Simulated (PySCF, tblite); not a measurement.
Isomers of C2H6F2OSi. Computed values, GFN2-xTB/tblite, gas phase, harmonic and unscaled. Errors from tens to a few hundred cm⁻¹ against measured bands are possible. Modes of hydrogen on silicon can be 10 to 20 % off. One conformer each.

Electronic energies: PBE0/pcSseg-1 single points on the GFN2-xTB geometries (PySCF, gas phase).

```
            SMILES  electronic energy, lowest = 0 (kcal/mol)
 O[SiH2][C@H](F)CF                                       9.9
     CO[SiH2]C(F)F                                      18.0
OC[C@@H](F)[SiH2]F                                       0.0
   COC(F)(F)[SiH3]                                      31.4
```

Problem. How do GFN2-xTB zero-point energies change the relative energies?

Solution. 
```csv
SMILES,ZPE (kcal/mol),of it from modes above 1550 cm⁻¹,electronic (kcal/mol),"with ZPE, lowest = 0 (kcal/mol)",lowest mode (cm⁻¹),rings
OC[C@@H](F)[SiH2]F,50.0,24.5,0.0,0.0,38,0
O[SiH2][C@H](F)CF,49.3,24.6,9.9,9.2,44,0
CO[SiH2]C(F)F,49.4,23.6,18.0,17.4,34,0
COC(F)(F)[SiH3],47.2,22.8,31.4,28.7,65,0
```

The zero-point energies span 2.8 kcal/mol, from `COC(F)(F)[SiH3]` to `OC[C@@H](F)[SiH2]F`. The order is unchanged.

Problem. And how do the electronic energies of GFN2-xTB itself compare?

Solution. `OC[C@@H](F)[SiH2]F` 0.0; `O[SiH2][C@H](F)CF` 4.3; `CO[SiH2]C(F)F` 8.3; `COC(F)(F)[SiH3]` 27.5 kcal/mol, lowest = 0. Against the energies above, taken from the same isomer `OC[C@@H](F)[SiH2]F`, the largest difference is 9.7 kcal/mol.

Problem. What do entropy and thermal enthalpy add at 298.15 K and 1 bar (rigid rotor, harmonic oscillator, one conformer each)?

Solution. 
```
            SMILES  point group  symmetry number  S (cal/(mol K))  H − H(0) (kcal/mol)  ZPE + H − H(0) − TS (kcal/mol)
OC[C@@H](F)[SiH2]F           C1                1             89.1                 5.65                            29.0
 O[SiH2][C@H](F)CF           C1                1             89.8                 5.75                            28.3
     CO[SiH2]C(F)F           C1                1             92.0                 5.92                            27.9
   COC(F)(F)[SiH3]           Cs                1             89.3                 5.88                            26.5
```
